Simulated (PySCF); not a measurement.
CrO₂F₂, SMILES [O]=[Cr](=[O])([F])[F], multiplicity 1. Atoms are numbered in the order given.

```xyz
5

Cr     0.0000     0.0000     0.0517
O      0.0000     1.2351     0.9460
O      0.0000    -1.2351     0.9460
F     -1.3833     0.0000    -0.9098
F      1.3833     0.0000    -0.9098
```

The structure is a stationary point at PBE0-D3(BJ)/def2-SVP. The multiplicity is an assumed one; other spin states were not compared. The isomer is the one that the SMILES or the coordinates give; other isomers of the formula were not compared.

All values below come from PBE0-D3(BJ)/def2-SVP (PySCF).

Frequencies are harmonic and unscaled.

```tsv
mode	ν (cm⁻¹)	IR (km/mol)	moving atoms (share of kinetic energy)
1	229	5.5	F 83 %, Cr 10 %
2	298	0.0	O 60 %, F 40 %
3	311	7.7	F 41 %, O 33 %, Cr 26 %
4	337	10.7	O 51 %, F 28 %, Cr 20 %
5	448	0.2	O 81 %, Cr 10 %, F 9 %
6	781	68.9	F 77 %, Cr 16 %
7	833	155.3	F 63 %, Cr 37 %
8	1182	88.3	O 78 %, Cr 22 %
9	1186	184.8	O 69 %, Cr 31 %
```
